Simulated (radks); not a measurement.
Q: All-electron atom: Tm X in [Kr] 4d10 4f9 5s2 5p3 (not the ground configuration). All-electron calculation, non-relativistic Kohn-Sham, PBE, spin-polarised, spherical densities, point nucleus; open shells are filled with parallel spins first (spin-orbit coupling, left out, can overturn this in heavy ions); relativity is left out, which matters for an element this heavy. Program: a radial shooting solver on a logarithmic mesh with Libxc functionals. Some entries of the table are withheld. Estimate them.

orbital  occ.  eigenvalue (Ry)  <r> (bohr)
1s up       1        -4060.909     0.02197
1s down     1        -4060.885     0.02197
2s up       1        -667.3541     0.09315
2s down     1        -667.3330     0.09315
2p up       3        -637.9931     0.07889
2p down     3        -637.9671     0.07889
3s up       1        -158.9709      0.2384
3s down     1        -158.7003      0.2382
3p up       3        -145.6191      0.2283
3p down     3        -145.3689      0.2281
3d up       5        -120.7227      0.2013
3d down     5        -120.5392      0.2010
4s up       1        -40.55219      0.5310
4s down     1        -40.11905      0.5312
4p up       3        -35.12998      0.5399
4p down     3        -34.69584      0.5401
4d up       5        -25.34131      0.5602
4d down     5        -24.90238      0.5604
5s up       1        -13.58272         (1)
5s down     1        -13.11829         (2)
4f up       7              (3)         (4)
4f down     2              (5)         (6)
5p up       3        -11.79291       1.231
5p down     0        -11.34630       1.244

A: 
(1) 5s up <r> (bohr): 1.159
(2) 5s down <r> (bohr): 1.167
(3) 4f up eigenvalue (Ry): -12.84975
(4) 4f up <r> (bohr): 0.6236
(5) 4f down eigenvalue (Ry): -12.38703
(6) 4f down <r> (bohr): 0.6242
